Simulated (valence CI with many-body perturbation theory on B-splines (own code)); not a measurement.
## Level structure of Re25+

Method: relativistic CI+MBPT: four valence electrons over a frozen Dirac-Fock core [Kr] 4d10, a basis of 8 s, 8 p, 9 d, 9 f, 6 g, 3 h, 2 i functions for each j, with the one-electron correlation potential Σ1, the two-electron term Σ2, the three-electron term Σ3, Breit, model QED; selected CI, second order for the rest, scaled by the run's own slope (own B-spline code, finite nucleus).

No measured spectrum was set against this ion. As an estimate, terms of the open shell hold to a few per cent of their energy, and close levels can change places. Core correlation moves these levels by up to 4300 cm⁻¹, and in measured spectra 5 to 20 % of such shifts remained as error; rates that hang on mixing are uncertain with them. Only levels of the ground parity were solved; by the run's estimate the other parity begins above the list, which can be wrong where configurations are misplaced.

Levels 46 to 65 of 65, with energies above the lowest level, (4f5/2^4) J=4. "Leading %" is the weight of the configuration and term that name the level; weights of strongly mixed levels are sums over their largest components and can fall short. In the jj column 3d3/2^4 stands for four electrons in 3d with j = 3/2. Lifetimes count E1, E2, E3, M1 and M2 decay at the calculated energies, and are blank where another channel may lead or the interval is too uncertain; long ones can be off by a factor of two.

```
No.  Configuration  Term  J  E (eV)  Leading %      g  Lifetime              Leading jj
 46            4f4    3F  3  14.409         64  1.161   1.41 ms    4f5/2 4f7/2^3 (51 %)
 47            4f4    3F  2  14.458         40  1.143    953 μs    4f5/2 4f7/2^3 (79 %)
 48            4f4    3G  5  14.479         39  1.106   1.12 ms    4f5/2 4f7/2^3 (60 %)
 49            4f4    3L  9  14.507         60  1.068   2.11 ms    4f5/2 4f7/2^3 (97 %)
 50            4f4    5D  4  14.732         42  1.157   1.76 ms  4f5/2^2 4f7/2^2 (81 %)
 51            4f4    3H  6  14.918         30  1.047   1.59 ms    4f5/2 4f7/2^3 (43 %)
 52            4f4    3F  3  15.122         65  1.114   1.17 ms    4f5/2 4f7/2^3 (70 %)
 53            4f4    3H  5  15.378         70  1.061   3.01 ms  4f5/2^2 4f7/2^2 (80 %)
 54            4f4    1G  4  16.042         45  1.004   1.09 ms    4f5/2 4f7/2^3 (50 %)
 55            4f4    1L  8  16.454         37  1.033    679 μs          4f7/2^4 (70 %)
 56            4f4    3G  3  16.566         64  0.914   1.57 ms  4f5/2^2 4f7/2^2 (59 %)
 57            4f4    3K  6  16.620         46  0.968   3.57 ms  4f5/2^2 4f7/2^2 (44 %)
 58            4f4    3G  4  16.696         55  1.067   1.48 ms  4f5/2^2 4f7/2^2 (50 %)
 59            4f4    3G  5  16.719         55  1.106    857 μs    4f5/2 4f7/2^3 (45 %)
 60            4f4    1K  7  17.008         61  1.035   1.33 ms    4f5/2 4f7/2^3 (82 %)
 61            4f4    3H  4  17.030         50  0.934   1.29 ms  4f5/2^2 4f7/2^2 (50 %)
 62            4f4    1D  2  17.318         41  0.929    944 μs    4f5/2 4f7/2^3 (53 %)
 63            4f4    3F  2  17.602         45  0.879   1.51 ms  4f5/2^2 4f7/2^2 (40 %)
 64            4f4    3H  6  17.640         48  1.083   1.51 ms    4f5/2 4f7/2^3 (64 %)
 65            4f4    3K  8  17.679         56  1.068   5.10 ms  4f5/2^2 4f7/2^2 (94 %)
```

Where two levels of one J and parity lie close, their mixing, g and order are uncertain.
